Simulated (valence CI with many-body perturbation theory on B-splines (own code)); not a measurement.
# E1 line list for Cs⁵⁺

Level of theory: valence CI with perturbative core correlation (CI+MBPT): four valence electrons over a frozen Dirac-Fock core [Kr] 4d10, radial functions for each j: 11 s, 11 p, 10 d, 8 f, 5 g, 2 h, with the one-electron correlation potential Σ1, the two-electron term Σ2, the three-electron term Σ3, Breit, model QED; selected CI, second order for the rest, scaled by the run's own slope (own B-spline code, finite nucleus).

Against 29 measured levels this calculation errs by 360 cm⁻¹ on average and by 760 at most. These come from a selection out of Sansonetti, J. Phys. Chem. Ref. Data 38, 761 (2009). Levels without a partner in it may be off by more, other configurations by several thousand cm⁻¹. Among the levels kept, up to 480 cm⁻¹ of a level comes from second order outside the variational space, and about a tenth of that is noise between levels of different J, which matters for small intervals.

Lines 151 to 200 of 553 in falling wavelength, among levels below 359520 cm⁻¹, chosen from the strongest by gf and those to the six lowest levels. Wavelengths and rates use the calculated energies, so an error of 400 cm⁻¹ moves a line at 73.29 nm by 0.29 % and its rate by three times that or more. Electric multipoles are in the length gauge, E1 and E2 with the static RPA response of the core. Weak lines are less certain than strong ones. Lines between different terms over intervals too small for the method are left out, as are lines whose strength nearly cancels. Where a level lies close to another of its J and parity, the split of strength between their lines is uncertain. The highest levels of a list are the least certain.

Names give the largest LS component (configuration and term), which can be under half, so a name can repeat, a term be missing and a line seem to break the LS rules; names also repeat where a configuration has a term twice. Letters in brackets count levels of one name in rising energy.

| λ vac (nm) | λ from measured levels | Upper | Lower | A (s⁻¹) | S (a.u.) with core polarisation | S without |
| --- | --- | --- | --- | --- | --- | --- |
| 74.82 |  | 5s 5p2 5d 3S_1 [b] | 5s2 5p 5d 3P°_2 [b] | 3.94e+08 | 2.44e-01 | 3.43e-01 |
| 74.81 |  | 5s 5p2 5d 3D_1 [b] | 5s2 5p 5d 3D°_1 | 5.19e+08 | 3.22e-01 | 4.37e-01 |
| 74.41 |  | 5s2 5p 5f 3F_4 | 5s2 5p 5d 3D°_3 | 1.26e+08 | 2.31e-01 | 1.23e-01 |
| 74.27 |  | 4f 5s 5p2 3D°_3 [b] | 4f 5s2 5p 3D_3 | 5.33e+08 | 7.54e-01 | 9.88e-01 |
| 74.24 |  | 4f 5s 5p2 3G°_4 [c] | 4f 5s2 5p 3G_5 | 1.61e+08 | 2.92e-01 | 3.80e-01 |
| 74.18 |  | 4f 5s 5p2 3G°_4 [b] | 4f 5s2 5p 3G_3 [a] | 1.56e+08 | 2.83e-01 | 3.84e-01 |
| 74.13 |  | 4f 5s 5p2 1F°_3 [a] | 4f 5s2 5p 3G_3 [a] | 8.95e+08 | 1.26e+00 | 1.66e+00 |
| 74.04 |  | 4f 5s 5p2 3H°_5 | 4f 5s2 5p 3G_4 | 3.00e+08 | 6.60e-01 | 8.90e-01 |
| 73.64 |  | 4f 5s 5p2 3F°_2 [d] | 4f 5s2 5p 1D_2 | 4.07e+08 | 4.01e-01 | 5.25e-01 |
| 73.51 |  | 4f 5s 5p2 3G°_3 [d] | 4f 5s2 5p 3F_4 | 2.03e+08 | 2.79e-01 | 3.61e-01 |
| 73.34 |  | 4f 5s 5p2 3G°_4 [c] | 4f 5s2 5p 3F_4 | 6.39e+08 | 1.12e+00 | 1.47e+00 |
| 73.29 | 73.22 | 5s 5p3 3P°_1 | 5s2 5p2 3P_2 | 5.46e+07 | 3.18e-02 | 4.46e-02 |
| 73.15 |  | 4f 5s 5p2 3H°_4 | 4f 5s2 5p 3G_3 [a] | 2.55e+08 | 4.44e-01 | 6.00e-01 |
| 72.97 | 72.91 | 5s 5p3 3P°_2 | 5s2 5p2 3P_2 | 1.39e+09 | 1.33e+00 | 1.81e+00 |
| 72.90 |  | 5s 5p2 5d 3G_4 | 5s2 5p 5d 3F°_3 | 1.41e+09 | 2.43e+00 | 3.41e+00 |
| 72.75 |  | 4f 5s 5p2 3G°_5 [c] | 4f 5s2 5p 1G_4 | 3.71e+08 | 7.76e-01 | 1.02e+00 |
| 72.57 |  | 4f 5s 5p2 1F°_3 [b] | 4f 5s2 5p 3F_3 | 4.85e+08 | 6.40e-01 | 8.39e-01 |
| 72.57 |  | 4f 5s 5p2 3D°_2 [c] | 4f 5s2 5p 1D_2 | 1.39e+09 | 1.31e+00 | 1.74e+00 |
| 72.49 |  | 5s 5p2 5d 3D_2 [b] | 5s2 5p 5d 3P°_2 [a] | 3.62e+08 | 3.41e-01 | 4.73e-01 |
| 72.49 |  | 4f 5s 5p2 3G°_3 [d] | 4f 5s2 5p 3G_3 [b] | 1.07e+09 | 1.41e+00 | 1.85e+00 |
| 72.31 |  | 4f 5s 5p2 3G°_4 [d] | 4f 5s2 5p 1G_4 | 1.80e+08 | 3.02e-01 | 4.04e-01 |
| 72.30 |  | 4f 5s 5p2 3D°_1 [b] | 4f 5s2 5p 3F_2 | 1.32e+09 | 7.39e-01 | 9.45e-01 |
| 72.01 |  | 5s 5p2 5d 3P_1 [b] | 5s2 5p 5d 3P°_2 [a] | 5.21e+08 | 2.88e-01 | 4.18e-01 |
| 71.97 |  | 5s 5p2 5d 3F_2 [b] | 5s2 5p 5d 3F°_2 | 7.86e+08 | 7.23e-01 | 9.97e-01 |
| 71.89 |  | 5s 5p2 5d 3G_3 | 5s2 5p 5d 3F°_2 | 9.52e+08 | 1.22e+00 | 1.72e+00 |
| 71.77 |  | 5s2 5p 5f 3G_3 | 5s2 5p 5d 3D°_2 | 2.70e+08 | 3.45e-01 | 3.40e-01 |
| 71.25 | 71.20 | 5s 5p3 3P°_0 | 5s2 5p2 3P_1 | 1.51e+09 | 2.69e-01 | 3.61e-01 |
| 71.14 |  | 4f 5s 5p2 3F°_4 [b] | 4f 5s2 5p 3G_4 | 2.01e+08 | 3.22e-01 | 4.19e-01 |
| 70.98 |  | 4f 5s 5p2 3D°_2 [b] | 4f 5s2 5p 3F_3 | 1.19e+09 | 1.05e+00 | 1.34e+00 |
| 70.96 |  | 4f 5s 5p2 3D°_3 [b] | 4f 5s2 5p 3G_3 [b] | 2.28e+08 | 2.82e-01 | 3.67e-01 |
| 70.90 |  | 4f 5s 5p2 1F°_3 [b] | 4f 5s2 5p 3G_3 [a] | 3.89e+08 | 4.79e-01 | 6.24e-01 |
| 70.88 |  | 5s 5p2 5d 3P_1 [a] | 5s 5p3 3S°_1 | 6.74e+08 | 3.55e-01 | 4.60e-01 |
| 70.86 |  | 5s 5p2 5d 3F_3 [b] | 5s2 5p 5d 3F°_3 | 4.90e+08 | 6.03e-01 | 8.04e-01 |
| 70.79 | 71.13 | 5s 5p3 3S°_1 | 5s2 5p2 1D_2 | 9.31e+07 | 4.89e-02 | 6.47e-02 |
| 70.45 | 70.41 | 5s 5p3 3P°_1 | 5s2 5p2 3P_1 | 1.37e+09 | 7.10e-01 | 9.48e-01 |
| 70.26 |  | 4f 5s 5p2 1D°_2 | 4f 5s2 5p 3F_3 | 3.60e+08 | 3.08e-01 | 4.00e-01 |
| 70.19 | 70.40 | 5s 5p3 1P°_1 | 5s2 5p2 1S_0 | 8.50e+08 | 4.35e-01 | 5.96e-01 |
| 70.14 |  | 5s 5p2 5d 3P_2 [b] | 5s2 5p 5d 3P°_2 [a] | 3.98e+08 | 3.39e-01 | 4.43e-01 |
| 70.05 |  | 4f 5s 5p2 1F°_3 [c] | 4f 5s2 5p 1D_2 | 1.66e+09 | 1.97e+00 | 2.64e+00 |
| 69.92 |  | 4f 5s 5p2 1G°_4 [b] | 4f 5s2 5p 1G_4 | 2.58e+09 | 3.92e+00 | 5.18e+00 |
| 69.90 |  | 4f 5s 5p2 3D°_3 [a] | 4f 5s2 5p 3F_2 | 3.09e+08 | 3.64e-01 | 4.78e-01 |
| 69.89 |  | 5s 5p2 5d 1D_2 | 5s2 5p 5d 3D°_2 | 6.33e+08 | 5.33e-01 | 7.02e-01 |
| 69.86 |  | 5s 5p2 5d 3D_3 [a] | 5s2 5p 5d 3F°_2 | 3.27e+08 | 3.85e-01 | 5.33e-01 |
| 69.84 |  | 5s 5p2 5d 3F_4 [c] | 5s2 5p 5d 3D°_3 | 7.66e+08 | 1.16e+00 | 1.58e+00 |
| 69.72 |  | 4f 5s 5p2 3D°_3 [a] | 4f 5s2 5p 3G_4 | 2.02e+08 | 2.36e-01 | 3.01e-01 |
| 69.25 |  | 5s2 5p 6p 1D_2 | 5s 5p3 1D°_2 | 6.04e+08 | 4.95e-01 | 5.10e-01 |
| 69.04 |  | 4f 5s 5p2 3F°_4 [c] | 4f 5s2 5p 1G_4 | 1.04e+09 | 1.52e+00 | 2.00e+00 |
| 68.87 |  | 5s 5p2 5d 3S_1 [a] | 5s2 5p 5d 3D°_1 | 5.32e+08 | 2.57e-01 | 3.34e-01 |
| 68.86 |  | 5s 5p2 5d 3D_3 [d] | 5s2 5p 5d 3D°_3 | 2.71e+08 | 3.06e-01 | 4.81e-01 |
| 68.76 |  | 4f 5s 5p2 1H°_5 | 4f 5s2 5p 3G_4 | 3.91e+08 | 6.90e-01 | 8.90e-01 |
